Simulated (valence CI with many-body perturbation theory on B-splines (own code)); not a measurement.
**Ag XVI: magnetic and hyperfine properties of the levels**

Computed by valence CI with perturbative core correlation (CI+MBPT): four valence electrons over a frozen Dirac-Fock core [Ar] 3d10, radial functions for each j: 11 s, 11 p, 10 d, 8 f, 5 g, 2 h, with the one-electron correlation potential Σ1 (screened to all orders), the two-electron term Σ2, the three-electron term Σ3, Breit, model QED; selected single and double excitations, second order for the rest, scaled by the run's own slope (own B-spline code, finite nucleus).

No measured spectrum was set against this ion. As an estimate, levels hold to about 250 cm⁻¹ or 0.2 % of their energy and the worst to 1 %, as in measured heavy ions of charge 2 to 7; those with d or f electrons hold less well. Among the levels kept, up to 490 cm⁻¹ of a level comes from second order outside the variational space, and about a tenth of that is noise between levels of different J, which matters for small intervals.

A/g_I is the dipole constant over the nuclear g factor μ/I (μ in nuclear magnetons, uniformly magnetised nucleus), B/Q the quadrupole constant per barn. Both hold the static response of the core; the bare values leave it out. Large factors of s and p1/2 electrons are usually good to 5 to 10 %; those of open d and f shells near neutrality can be off by tens of per cent, and small factors of p3/2, d and f electrons come from cancelling terms and can be off by a factor of two or in sign, in half-filled shells by more. B is blank for J = 1/2, where it vanishes, and for nearly pure S terms. Energies count from the lowest level. Levels with J = 0 are left out.

Names give the largest LS component (configuration and term), which can be under half, so a name can repeat, a term be missing and a line seem to break the LS rules; names also repeat where a configuration has a term twice.

| Level | E (cm⁻¹) | g | A/g_I (MHz) | A/g_I bare | B/Q (MHz/b) | B/Q bare |
| --- | --- | --- | --- | --- | --- | --- |
| 4s2.4p2 3P_1 | 43346 | 1.500 | -1600 | -1660 | 6960 | 6510 |
| 4s2.4p2 3P_2 | 57420 | 1.275 | 15600 | 14700 | 4140 | 3870 |
| 4s2.4p2 1D_2 | 112620 | 1.224 | 8540 | 8020 | 9690 | 9080 |
| 4s.4p3 5S°_2 | 310000 | 1.915 | 39800 | 37500 | 2100 | 1960 |
| 4s.4p3 3D°_1 | 369800 | 0.739 | -21700 | -20500 | 11700 | 11000 |
| 4s.4p3 3D°_2 | 376990 | 1.295 | 28300 | 26700 | 16900 | 15800 |
| 4s.4p3 3D°_3 | 393810 | 1.333 | 36200 | 34200 | -963 | -881 |
| 4s.4p3 3P°_1 | 432660 | 1.328 | 41100 | 38900 | -12300 | -11500 |
| 4s.4p3 3P°_2 | 438510 | 1.283 | 15700 | 14900 | -15100 | -14100 |
| 4s.4p3 3S°_1 | 483810 | 1.595 | -1470 | -1430 | 615 | 575 |
| 4s.4p3 1D°_2 | 485180 | 1.167 | 29500 | 27900 | -5990 | -5640 |
| 4s.4p3 1P°_1 | 546440 | 1.333 | -16000 | -15200 | -339 | -301 |
| 4s2.4p.4d 3F°_2 | 549780 | 0.702 | 12500 | 11900 | 8040 | 7470 |
| 4s2.4p.4d 3F°_3 | 572610 | 1.093 | 7720 | 7360 | 7850 | 7280 |
| 4s2.4p.4d 3P°_2 | 596670 | 1.257 | -1170 | -1030 | 625 | 538 |
| 4s2.4p.4d 3D°_1 | 607350 | 0.850 | -8180 | -7620 | 1710 | 1590 |
| 4s2.4p.4d 3F°_4 | 611340 | 1.250 | 3590 | 3400 | 16700 | 15600 |
| 4s2.4p.4d 1D°_2 | 637490 | 1.081 | 2640 | 2470 | -1760 | -1680 |
| 4s2.4p.4d 3P°_1 | 651260 | 1.177 | 4590 | 4410 | -6950 | -6480 |
| 4s2.4p.4d 3D°_3 | 652570 | 1.286 | 5860 | 5550 | -3930 | -3680 |
| 4s2.4p.4d 3D°_2 | 658030 | 1.297 | 6020 | 5750 | -9370 | -8760 |
| 4s2.4p.4d 1F°_3 | 697580 | 1.035 | 4910 | 4670 | 13700 | 12800 |
| 4s2.4p.4d 1P°_1 | 707600 | 0.973 | -2230 | -1980 | 2120 | 1960 |
| 4p4 3P_2 | 737890 | 1.371 | 8220 | 7840 | 1570 | 1470 |
| 4p4 3P_1 | 788410 | 1.486 | 988 | 1030 | -5230 | -4890 |
| 4p4 1D_2 | 797410 | 1.127 | 16100 | 15200 | -16500 | -15400 |
| 4s.4p2.4d 5F_1 | 808890 | 0.156 | -29000 | -27300 | 175 | 137 |
| 4s.4p2.4d 5F_2 | 815460 | 1.104 | 10900 | 10400 | 4430 | 4110 |
| 4s.4p2.4d 5F_3 | 827950 | 1.329 | 16700 | 15800 | 7350 | 6810 |
| 4s.4p2.4d 5F_4 | 849690 | 1.371 | 16700 | 15900 | 8700 | 8050 |
| 4s.4p2.4d 5D_1 | 850520 | 1.392 | 22200 | 21100 | -7860 | -7320 |
| 4s.4p2.4d 5D_2 | 852290 | 1.320 | 19100 | 18100 | -9130 | -8510 |
| 4s.4p2.4d 5D_3 | 855660 | 1.341 | 23000 | 21800 | -8600 | -8040 |
| 4s.4p2.4d 5D_4 | 866600 | 1.389 | 23900 | 22600 | 2470 | 2290 |

**Question.** Take the isotope of mass number 107, with I = 1/2, μ = -0.11352 μN. What is the hyperfine structure of 4s2.4p2 3P_2?

**Answer.** From the table A = -3550 MHz. Shifts from the centre of gravity in MHz: F = 3/2: 5320, F = 5/2: -3550.
